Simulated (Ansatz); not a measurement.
System: GeF (charge +1, singlet). SMILES of the parent species: [F][Ge]
Structure (B3LYP-D3(BJ)/def2-TZVP (Ansatz, a quantum-chemistry and plane-wave program) minimum search):
```
F
Ge 1 1.6872
```
Charge +1, spin multiplicity 1.

Parts of the frozen-core correlation energy in STO-3G (Ansatz, hartree). Frozen orbitals: 15; correlated occupied orbitals by spin: 5 and 5; virtual: 3 and 3. Spin-orbit coupling is left out. Non-relativistic.

| term | value |
|---|---|
| reference (HF) | -2149.57947 |
| MP2 opposite-spin | ___ |
| MP2 same-spin | ___ |
| CCSD correlation | -0.07831 |
| (T) | ___ |
| FCI minus CCSD(T) | -0.00020 |
| T1 diagnostic | 0.038 |
| largest doubles amplitude | 0.087 |

Problem. Complete the blanks.

Solution. 
- MP2 opposite-spin, value: -0.05363
- MP2 same-spin, value: -0.01640
- (T), value: -0.01437
